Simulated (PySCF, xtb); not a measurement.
5-fluorocyclopenta-1,3-diene (C5H5F), SMILES FC1C=CC=C1.

xtb with GFN2-xTB at its own geometry gives an orbital gap of 3.54 eV and a dipole moment of 2.33 D.

The structure is a stationary point at B3LYP-D3(BJ)/def2-SVP. The values are those of a single conformer.

### Question
What does PySCF with PBE/def2-TZVP give? (The exact figures need the calculation; the answer reports its results.)

### Answer
gap 3.37 eV (levels -5.69 and -2.32 eV), dipole 1.72 D.
